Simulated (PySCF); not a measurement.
# C₆ coefficients of unlike pairs at TPSSh

Calculated with PySCF 2.14 from the dipole response of each species, C₆(A,B) = (3/π) ∫ α_A(iu) α_B(iu) du, in atomic units, from isotropic polarisabilities. For ions this is the dispersion term alone; charge-induced terms of lower order in 1/R come first.

| species | configuration | basis | relativity | α (bohr³) | C₆ (like pair) |
| --- | --- | --- | --- | --- | --- |
| Fe²⁺ | [Ar] 3d6 (5D) | def2-QZVPPD (11s6p5d4f2g) | none | 3.771 | 10.90 |
| Si³⁺ | [Ne] 3s1 (2S) | dyall-av3z (19s12p3d2f) | spin-free X2C | 7.550 | 14.41 |
| Ne²⁺ | [He] 2s2 2p4 (3P) | dyall-acv3z (15s9p4d2f) | spin-free X2C | 0.8518 | 1.086 |
| Cu²⁺ | [Ar] 3d9 (2D) | aug-cc-pVQZ-PP with ECP10MDF (7s7p6d4f3g2h) | core potential | 3.013 | 8.133 |

(1) Estimate C₆ for Cu²⁺ with Fe²⁺.

No spin-orbit coupling is included.

The other pairs:

| pair | C₆ |
| --- | --- |
| Ne²⁺, Fe²⁺ | 3.351 |
| Si³⁺, Fe²⁺ | 10.64 |
| Ne²⁺, Si³⁺ | 2.840 |
| Cu²⁺, Ne²⁺ | 2.929 |
| Cu²⁺, Si³⁺ | 8.872 |

Answers

(1) The integral gives 9.395. The combination rule 2 C_A C_B / (C_A α_B/α_A + C_B α_A/α_B) gives 9.385 and the geometric mean 9.414.
